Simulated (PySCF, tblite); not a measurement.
Isomers of C4H10F2SSi. All values are computed: GFN2-xTB (tblite) harmonic vibrations without scaling, gas phase. The method is semi-empirical: single wavenumbers can be off by several per cent or more. Modes of hydrogen on silicon and sulfur can be 10 to 20 % off. One conformer each.

Electronic energies: PBE0/pcSseg-1 single points on the GFN2-xTB geometries (PySCF, gas phase).

```
                    SMILES  electronic energy, lowest = 0 (kcal/mol)
         CS[Si](C)(C)C(F)F                                       1.5
          C[SiH](C)SCC(F)F                                       0.0
C[C@@H](S)C[C@H](F)[SiH2]F                                       2.1
```

Q: How do GFN2-xTB zero-point energies change the relative energies?

A: 
| SMILES | ZPE (kcal/mol) | of it from modes above 1550 cm⁻¹ | electronic (kcal/mol) | with ZPE, lowest = 0 (kcal/mol) | lowest mode (cm⁻¹) | rings |
| --- | --- | --- | --- | --- | --- | --- |
| C[SiH](C)SCC(F)F | 83.3 | 42.1 | 0.0 | 0.0 | 39 | 0 |
| CS[Si](C)(C)C(F)F | 83.7 | 43.3 | 1.5 | 2.0 | 33 | 0 |
| C[C@@H](S)C[C@H](F)[SiH2]F | 81.5 | 40.1 | 2.1 | 0.4 | 32 | 0 |

The zero-point energies span 2.2 kcal/mol, from `C[C@@H](S)C[C@H](F)[SiH2]F` to `CS[Si](C)(C)C(F)F`. The lowest isomer stays, but the order above it changes.

Q: And how do the electronic energies of GFN2-xTB itself compare?

A: `C[SiH](C)SCC(F)F` 30.7; `CS[Si](C)(C)C(F)F` 42.0; `C[C@@H](S)C[C@H](F)[SiH2]F` 0.0 kcal/mol, lowest = 0. Against the energies above, taken from the same isomer `C[SiH](C)SCC(F)F`, the largest difference is 32.8 kcal/mol.

Q: What do entropy and thermal enthalpy add at 298.15 K and 1 bar (rigid rotor, harmonic oscillator, one conformer each)?

A: 
```tsv
SMILES	point group	symmetry number	S (cal/(mol K))	H − H(0) (kcal/mol)	ZPE + H − H(0) − TS (kcal/mol)
C[SiH](C)SCC(F)F	C1	1	109.6	8.06	58.7
CS[Si](C)(C)C(F)F	C1	1	115.1	8.71	58.1
C[C@@H](S)C[C@H](F)[SiH2]F	C1	1	107.1	7.73	57.4
```
